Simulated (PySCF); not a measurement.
Compound: C3H8Si.
Atom-mapped SMILES: `[CH2:1]=[C:2]([CH3:3])[SiH3:4]` (hydrogens: H5, H6 on C1; H7, H8, H9 on C3; H10, H11, H12 on Si4)

The calculation used core-valence-separated Tamm–Dancoff BHandHLYP/aug-pcX-1 (pcseg-1 on H, def2-SVPD on Si) in PySCF, non-relativistic, gas phase, PBE0-D3(BJ)/def2-SVP geometry.

Computed carbon K-edge spectrum, Gaussian lines of 0.6 eV full width, highest printed point 100; it ends one width below the last computed root. The energies are unshifted.

(photon energy (eV), absorption): (281.6, 0), (281.7, 2), (281.8, 4), (281.9, 11), (282.0, 23), (282.1, 42), (282.2, 65), (282.3, 87), (282.4, 100), (282.5, 98), (282.6, 83), (282.7, 60), (282.8, 37), (282.9, 20), (283.0, 9), (283.1, 4), (283.2, 1), (283.3, 0), (283.4, 0), (283.5, 0), (283.6, 0), (283.7, 0), (283.8, 0), (283.9, 0), (284.0, 0), (284.1, 0), (284.2, 0), (284.3, 0), (284.4, 0), (284.5, 0), (284.6, 0), (284.7, 0), (284.8, 0), (284.9, 0), (285.0, 1), (285.1, 2), (285.2, 3), (285.3, 5), (285.4, 8), (285.5, 11), (285.6, 14), (285.7, 19), (285.8, 25), (285.9, 34), (286.0, 45), (286.1, 60), (286.2, 74), (286.3, 85), (286.4, 88), (286.5, 83), (286.6, 71), (286.7, 55)

Assign the maxima to core holes.

2 maxima:
- 282.4 eV: C2 (fully substituted alkene carbon), 282.44 eV, f = 0.078, 1s→π*, 66 % of the height at the exact maximum; C1 (terminal =CH2 carbon), 282.43 eV, f = 0.041, 1s→π*, 34 % of the height at the exact maximum
- 286.4 eV: C3 (allylic carbon), 286.32 eV, f = 0.032, 29 % of the height at the exact maximum; C1 (terminal =CH2 carbon), 286.39 eV, f = 0.030, 29 % of the height at the exact maximum; C3 (allylic carbon), 286.55 eV, f = 0.036, 28 % of the height at the exact maximum

Further lines of some strength in the range: C3, 285.58 eV, f = 0.008; C1, 285.88 eV, f = 0.010; C2, 286.12 eV, f = 0.016.

Roots within 0.03 eV on the same or equivalent atoms count as one line; shares under 12 % aren't listed.

Vibrational structure and lifetime widths aren't in the curve. The ionisation threshold wasn't computed; near and above it a finite basis only mimics Rydberg series and continuum.
